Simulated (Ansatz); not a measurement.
A structure relaxed at r2SCAN-D4/def2-SVP in Ansatz, charge -1, doublet:

```xyz
8

Ga    1.783    1.701   -1.219
Ga    1.254   -1.906    1.650
Ga   -1.532    1.874   -0.004
Ga   -0.024   -0.568   -0.933
As   -0.795   -2.544    0.166
As   -0.491    1.291   -2.321
As    1.035    0.617    1.137
As   -1.231   -0.464    1.523
```

Task: Give its formula.

Result: the cluster Ga4As4⁻ (the lowest doublet isomer of a short search).

Task: Summarise the bond lengths by kind (pairs closer than 1.2 times the sum of covalent radii, bridged metal pairs left out).

Result: 11 × As–Ga 2.37 to 2.88 Å; 2 × As–As 2.52 to 2.54 Å.

The structure comes from a short search, and lower isomers may exist.
